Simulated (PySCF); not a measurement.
Basis and Hamiltonian dependence of the excitation energy of Cu

Cu [Ar] 3d10 4s1 (2S) → Cu [Ar] 3d10 4p1 (2P). All values are computed (PySCF 2.14, energy differences of UHF-based or UKS calculations, no spin-orbit coupling). Values in eV.

```
                                                                               basis       Hamiltonian  functions    UHF    PBE   PBE0  MP2 (valence)  CCSD(T) (valence)
                                                        aug-cc-pVDZ-PP with ECP10MDF               ECP         54  3.203  3.999  3.827          3.815              3.717
                                                                      aug-cc-pVDZ-DK     spin-free X2C         59  3.197  3.995  3.825          3.868              3.781
                                                                        ANO-RCC-VTZP     spin-free X2C         59  3.892  4.291  4.209          4.242              4.212
                                                                        x2c-TZVPPall     spin-free X2C         64  4.174  4.527  4.436          4.456              4.415
                                                                         def2-TZVPPD  non-relativistic         67  3.090  3.814  3.654          3.623              3.536
                                                        aug-cc-pVTZ-PP with ECP10MDF               ECP         88  3.191  3.975  3.803          3.873              3.787
                                                                      aug-cc-pVTZ-DK     spin-free X2C         93  3.194  3.992  3.819          3.886              3.797
                                                                          dyall-av2z  non-relativistic        101  3.080  3.831  3.659          3.660              3.600
                                                                        x2c-QZVPPall     spin-free X2C        108  3.205  3.985  3.816          3.883                n/a
aug-cc-pVTZ-PP with one added diffuse shell each of s, p, d, f, g type with ECP10MDF               ECP        113  3.190  3.969  3.799          3.882                n/a
                                                                    aug-cc-pwCVTZ-DK     spin-free X2C        127  3.194  3.990  3.817          3.890                n/a
                x2c-QZVPPall with one added diffuse shell each of s, p, d, f, g type     spin-free X2C        133  3.191  3.976  3.808          3.892                n/a
                                                        aug-cc-pVQZ-PP with ECP10MDF               ECP        135  3.191  3.970  3.799          3.891                n/a
            aug-cc-pwCVTZ-DK with one added diffuse shell each of s, p, d, f, g type     spin-free X2C        152  3.192  3.983  3.813          3.898                n/a
```

Frozen in the all-electron rows: valence: [Ar]; with a core potential, the same shells as far as they lie outside it.

At UHF, ANO-RCC-VTZP, x2c-TZVPPall lie more than 0.3 eV from the median of the rows with comparable relativity. Of these, ANO-RCC-VTZP, x2c-TZVPPall have no diffuse functions of the l that the added or promoted electron needs.

Non-relativistic rows lack the scalar-relativistic shift.

Reference for a calculation without spin-orbit coupling: 3.806 eV (measured, between term centres; NIST).
